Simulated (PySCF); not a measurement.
Computed shifts of a molecule C2H11NSi2, PBE/pcSseg-1 run with PySCF, GIAO, gas phase, equivalent atoms averaged, in ppm (number of nuclei): ²⁹Si: -23.7 (2). ¹³C: 4.7 (2). ¹⁵N: 31.2 (1). ¹H: 5.33 (2), 5.14 (2), 0.47 (6), -0.01 (1). References: ²⁹Si against TMS (σ = 335.4 ppm); ¹³C against TMS (σ = 182.0 ppm); ¹⁵N against NH3 (σ = 267.0 ppm); ¹H against TMS (σ = 31.49 ppm), references at their B3LYP-D3(BJ)/def2-TZVP geometries, non-relativistic. Geometry: PBE0-D3(BJ)/def2-SVP. The values are those of a single conformer.

Question: Which molecule gave these data?
(A) CC(N)([SiH3])[SiH3]
(B) C[SiH2]N[SiH2]C
(C) CNC([SiH3])[SiH3]
(D) C[Si](C)(N)[SiH3]

Answer: B, C[SiH2]N[SiH2]C
